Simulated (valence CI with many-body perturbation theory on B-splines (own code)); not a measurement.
Mg VII: calculated level list

Level of theory: configuration interaction combined with many-body perturbation theory (CI+MBPT): four valence electrons over a frozen Dirac-Fock core [He], radial functions for each j: 11 s, 11 p, 10 d, 8 f, 5 g, 2 h, with the one-electron correlation potential Σ1, the two-electron term Σ2, the three-electron term Σ3, Breit, model QED; selected CI, second order for the rest, scaled by the run's own slope (own B-spline code, finite nucleus).

Against 63 measured levels this calculation errs by 196 cm⁻¹ on average and by 708 at most. These come from a selection out of NIST levels in Kelleher and Podobedova, J. Phys. Chem. Ref. Data 37, 267 (2008). Levels without a partner in it may be off by more. Among the levels kept, up to 1300 cm⁻¹ of a level comes from second order outside the variational space, and about a tenth of that is noise between levels of different J, which matters for small intervals. 3 measured levels below the end of the list, from 1357170 cm⁻¹ on, found no clear computed partner, and computed levels of the same name lie up to 108233 cm⁻¹ from them.

Levels 136 to 180 of 192, with energies above the lowest level, 2s2.2p2 3P_0. "Leading %" is the weight of the configuration and term that name the level; weights of strongly mixed levels are sums over their largest components and can fall short. Lifetimes count E1, E2, E3, M1 and M2 decay at the calculated energies, and are blank where another channel may lead or the interval is too uncertain; long ones can be off by a factor of two.

| No. | Configuration | Term | J | E (cm⁻¹) | Leading % | Lifetime | Second component |
| --- | --- | --- | --- | --- | --- | --- | --- |
| 136 | 2s.2p2.3p | 3D° | 2 | 1431900 | 90 | 21.3 ps |  |
| 137 | 2s.2p2.3d | 3P | 2 | 1432200 | 88 | 3.90 ps | 8 % 2s2.2p.4p 3P |
| 138 | 2s.2p2.3p | 3D° | 3 | 1433000 | 93 | 20.5 ps |  |
| 139 | 2s2.2p.4p | 1P | 1 | 1434600 | 36 | 10.6 ps | 21 % 2s.2p2.3d 3S |
| 140 | 2s.2p2.3d | 3S | 1 | 1435700 | 39 | 8.64 ps | 20 % 2s2.2p.4p 3S |
| 141 | 2s.2p2.3d | 1D | 2 | 1438400 | 75 | 4.42 ps | 14 % 2s2.2p.4p 3D |
| 142 | 2s2.2p.4p | 3D | 1 | 1438500 | 82 | 24.7 ps |  |
| 143 | 2s2.2p.4p | 3D | 2 | 1439400 | 74 | 13.7 ps | 16 % 2s.2p2.3d 1D |
| 144 | 2s2.2p.4p | 3D | 3 | 1441100 | 91 | 37.4 ps |  |
| 145 | 2s.2p2.3p | 3P° | 0 | 1441700 | 84 | 31.8 ps | 9 % 2s2.2p.4s 3P° |
| 146 | 2s.2p2.3p | 3P° | 1 | 1442000 | 81 | 31.8 ps | 10 % 2s2.2p.4s 3P° |
| 147 | 2s.2p2.3p | 3P° | 2 | 1442900 | 80 | 33.6 ps | 12 % 2s2.2p.4s 3P° |
| 148 | 2s.2p2.3p | 3S° | 1 | 1445600 | 81 | 12.2 ps | 16 % 2p3.3s 3S° |
| 149 | 2s2.2p.4p | 3P | 0 | 1446000 | 81 | 23.0 ps | 10 % 2s.2p2.3d 3P |
| 150 | 2s2.2p.4p | 3P | 1 | 1446300 | 58 | 15.8 ps | 13 % 2s.2p2.3d 1P |
| 151 | 2s.2p2.3d | 1P | 1 | 1447600 | 45 | 14.9 ps | 27 % 2s2.2p.4p 1P |
| 152 | 2s2.2p.4p | 3P | 2 | 1447700 | 82 | 28.2 ps | 8 % 2s.2p2.3d 3P |
| 153 | 2s2.2p.4p | 3S | 1 | 1449200 | 53 | 12.1 ps | 29 % 2s.2p2.3d 3S |
| 154 | 2s2.2p.4p | 1D | 2 | 1451200 | 85 | 46.2 ps | 4 % 2s.2p2.3d 1D |
| 155 | 2s.2p2.3d | 1S | 0 | 1452200 | 62 | 8.21 ps | 30 % 2s2.2p.4p 1S |
| 156 | 2s.2p2.3p | 1D° | 2 | 1458400 | 95 | 44.3 ps |  |
| 157 | 2s2.2p.4p | 1S | 0 | 1461900 | 62 | 20.9 ps | 32 % 2s.2p2.3d 1S |
| 158 | 2s2.2p.4d | 3F° | 2 | 1463200 | 75 | 36.1 ps | 19 % 2s2.2p.4d 1D° |
| 159 | 2s2.2p.4d | 3F° | 3 | 1464500 | 91 | 41.3 ps |  |
| 160 | 2s2.2p.4d | 1D° | 2 | 1465400 | 67 | 15.4 ps | 17 % 2s2.2p.4d 3F° |
| 161 | 2s2.2p.4d | 3F° | 4 | 1466400 | 96 | 60.1 ps |  |
| 162 | 2s2.2p.4d | 3D° | 1 | 1468700 | 80 | 6.46 ps | 12 % 2s2.2p.4d 3P° |
| 163 | 2s2.2p.4d | 3D° | 2 | 1469100 | 57 | 7.51 ps | 28 % 2s2.2p.4d 3P° |
| 164 | 2s2.2p.4f | 3D | 3 | 1469300 | 35 | 14.2 ps | 29 % 2s2.2p.4f 3F |
| 165 | 2s2.2p.4f | 3F | 2 | 1469400 | 47 | 22.4 ps | 16 % 2s.2p2.3d 3F |
| 166 | 2s2.2p.4d | 3D° | 3 | 1470400 | 91 | 6.31 ps |  |
| 167 | 2s2.2p.4f | 3F | 4 | 1471300 | 72 | 37.7 ps | 22 % 2s.2p2.3d 3F |
| 168 | 2s2.2p.4d | 3P° | 2 | 1471400 | 62 | 8.26 ps | 32 % 2s2.2p.4d 3D° |
| 169 | 2s2.2p.4d | 3P° | 1 | 1471800 | 82 | 9.21 ps | 13 % 2s2.2p.4d 3D° |
| 170 | 2s2.2p.4f | 3F | 3 | 1471900 | 42 | 17.1 ps | 24 % 2s2.2p.4f 3D |
| 171 | 2s2.2p.4d | 3P° | 0 | 1472000 | 95 | 10.0 ps |  |
| 172 | 2s2.2p.4f | 3D | 2 | 1472300 | 44 | 12.0 ps | 22 % 2s.2p2.3d 3D |
| 173 | 2s2.2p.4f | 3D | 1 | 1472300 | 61 | 9.58 ps | 35 % 2s.2p2.3d 3D |
| 174 | 2p3.3s | 5S° | 2 | 1473300 | 99 | 72.7 ps |  |
| 175 | 2s2.2p.4f | 1D | 2 | 1474600 | 65 | 37.9 ps | 21 % 2s.2p2.3d 1D |
| 176 | 2s.2p2.3p | 1P° | 1 | 1474900 | 85 | 51.8 ps | 5 % 2s2.2p.4d 1P° |
| 177 | 2s2.2p.4f | 1F | 3 | 1474900 | 78 | 10.1 ps | 10 % 2s.2p2.3d 1F |
| 178 | 2s2.2p.4d | 1F° | 3 | 1477400 | 93 | 4.94 ps |  |
| 179 | 2s2.2p.4d | 1P° | 1 | 1478100 | 87 | 7.97 ps | 5 % 2s.2p2.3p 1P° |
| 180 | 2s2.2p.4f | 3G | 4 | 1480600 | 47 | 27.3 ps | 45 % 2s2.2p.4f 1G |

Names give the largest LS component (configuration and term), which can be under half, so a name can repeat, a term be missing and a line seem to break the LS rules; names also repeat where a configuration has a term twice.

Where two levels of one J and parity lie close, their mixing, g and order are uncertain.
